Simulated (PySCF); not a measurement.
Computed shifts of a molecule C₆H₄N₂, KT2/pcSseg-1 in PySCF, GIAO, gas phase, atoms alike by connectivity averaged where their shifts nearly agree, in ppm (number of nuclei): ¹⁵N: 351.4 (1), 308.6 (1). ¹³C: 148.1 (2), 123.5 (2), 117.3 (1), 115.9 (1). ¹H: 8.97 (2), 7.36 (2). References: ¹⁵N against NH3 (σ = 266.2 ppm); ¹³C against TMS (σ = 185.1 ppm); ¹H against TMS (σ = 31.47 ppm), references at their B3LYP-D3(BJ)/def2-TZVP geometries, non-relativistic. Geometry optimised at TPSSh-D3(BJ)/def2-SVP. The values are those of a single conformer.

Task: Identify the compound among the candidates.
(A) C#Cc1cnccn1
(B) N#Cc1ccncc1
(C) C#Cc1cncnc1
(D) N#C/C=C/C=C/C#N

Result: B, N#Cc1ccncc1
